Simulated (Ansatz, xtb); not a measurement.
## S2Sn: which of two structures lies lower

Structure X is a singlet given by its coordinates and structure Y is `[S]=[Sn]=[S]`, a singlet. Both are isolated molecules in the gas phase, relaxed with r2SCAN-D4/def2-TZVP.

X (Å):

| atom | x (Å) | y (Å) | z (Å) |
| --- | --- | --- | --- |
| S | -0.1356 | 0.0138 | 1.0427 |
| S | -1.0747 | 0.5112 | -0.8433 |
| Sn | 0.5803 | -1.2332 | -0.8851 |

Close contacts (Å): S1–S2 2.16, S1–Sn3 2.40, S2–Sn3 2.40.

Y (Å):

| atom | x (Å) | y (Å) | z (Å) |
| --- | --- | --- | --- |
| S | 0.0000 | 0.0000 | -2.1821 |
| S | 0.0000 | 0.0000 | 2.1821 |
| Sn | 0.0000 | 0.0000 | 0.0000 |

Energies in hartree; the thermal terms are from r2SCAN-D4/def2-TZVP harmonic frequencies (ideal gas, rigid rotor, one conformer each, 298.15 K, 1 atm) and include the zero-point energy:

```
                                 X            Y
E, CCSD(T)/def2-TZVPP  −1009.173611  −1009.160321
    zero-point energy      0.002527      0.002707
         H(298 K) − E      0.007351      0.007948
         G(298 K) − E     −0.026010     −0.023798
```

Q: Work out ΔE, ΔE₀, ΔH and ΔG for X → Y in kcal/mol (1 Eh = 627.51 kcal/mol) and the equilibrium ratio [Y]/[X].

A: 1. ΔE = −1009.160321 − (−1009.173611) = +0.013290 Eh = +8.34 kcal/mol.
2. ΔE₀ = ΔE + ΔZPE = +0.013290 + (+0.000180) Eh = +8.45 kcal/mol.
3. ΔH = ΔE + (+0.000597) Eh = +8.71 kcal/mol.
4. ΔG = ΔE + (+0.002212) Eh = +9.73 kcal/mol, so ΔS = (ΔH − ΔG)/T = −14.2 J/(mol K).
5. kT = 0.9442 mEh, so K = [Y]/[X] = exp(−ΔG/kT) = exp(−16.42) ≈ 7.4 × 10^−8.

Structure X is favoured at this temperature. An error of 1 kcal/mol in ΔG would change K by a factor of 5.4. Large T1 diagnostics make the coupled-cluster value less sure. Mirror images and further conformers aren't counted.

Other levels gave ΔE = +17.2 (GFN2-xTB); +34.6 (HF/STO-3G, GFN2-xTB geometries); +8.8 (r2SCAN-D4/def2-SVP, GFN2-xTB geometries); +9.1 (r2SCAN-D4/def2-TZVP); +8.4 (HF/def2-TZVPP); +9.0 (MP2/def2-TZVPP) kcal/mol. The correlated steps freeze 14 core orbitals; the filled d shell of Sn is correlated, in a basis made for valence electrons. Atoms past krypton carry core potentials in the def2 sets, without spin–orbit terms. Programs: Ansatz 0.2.0, xtb 6.7.1.
